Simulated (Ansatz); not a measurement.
A nudged elastic band was laid between two geometries of BFH3NO + BrH (9 atoms, charge 0, multiplicity 1).

Method: Ansatz, RKS PBE-D4/def2-SVP.

```
movable images  : 1
climbing image  : yes
spring          : 5.0 eV/Å²
optimiser       : quadratic models (default)
start path      : through a guess of the saddle point
force threshold : 0.03 eV/Å
iteration limit : 60
end points      : relaxed
```

Image 0:

```xyz
9
Properties=species:S:1:pos:R:3
B 0.136 -0.448 0.196
N 0.192 -0.023 1.593
H -0.623 -0.219 2.181
H 1.061 -0.215 2.102
F 1.241 -0.986 -0.341
O -0.949 -0.264 -0.592
H -1.584 0.381 -0.216
Br -1.357 2.679 1.093
H -0.368 1.582 1.427
```

Image 2:

```xyz
9
Properties=species:S:1:pos:R:3
B -0.166 0.332 0.242
N 0.004 0.095 1.858
H -0.110 -0.904 2.091
H 0.931 0.419 2.167
F 0.938 -0.257 -0.349
O -1.433 -0.204 -0.042
H -1.676 -0.037 -0.969
Br -0.028 2.400 0.093
H -0.712 0.643 2.355
```

(1) Which bonds break or form, and what moves?

(2) Give the energies along the band, and the barrier.

(3) What is the geometry of the highest image?

## Answers

(1) Bonds broken: Br8–H9. Bonds formed: B1–Br8, N2–H9. BFH3NO + BrH becomes BBrFH4NO.

(2) The run converged. The highest image is number 1 of 0 to 2, 32.9 kJ/mol above the first end and 67.7 kJ/mol above the last; the last end lies 34.8 kJ/mol below the first. Another band between the same ends (5 images) ends at a top of the same energy, where a vibrational analysis finds 1 clearly imaginary mode. So few images can step over the top or miss a turn of the path. The orbitals stay closed-shell, which can raise the energy where a bond breaks towards radicals; this wasn't checked here.

| image | path coordinate (Å) | energy (kJ/mol) | Br8–H9 (Å) | B1–Br8 (Å) | N2–H9 (Å) |
| --- | --- | --- | --- | --- | --- |
| 0 | 0.00 | 0.0 | 1.51 | 3.58 | 1.71 |
| 1 | 1.36 | 32.9 | 1.95 | 2.83 | 1.13 |
| 2 | 3.18 | -34.8 | 2.94 | 2.08 | 1.03 |

(3) 
```xyz
9
Properties=species:S:1:pos:R:3
B 0.009 -0.170 0.191
N 0.042 0.053 1.738
H -0.614 -0.549 2.258
H 0.986 -0.013 2.145
F 1.196 -0.490 -0.323
O -1.154 -0.398 -0.450
H -1.758 0.360 -0.265
Br -0.667 2.565 0.441
H -0.293 1.129 1.711
```

Time of the run: 87 s on 2 threads of Arm Neoverse V2 (shared host), peak memory 0.15 GiB.
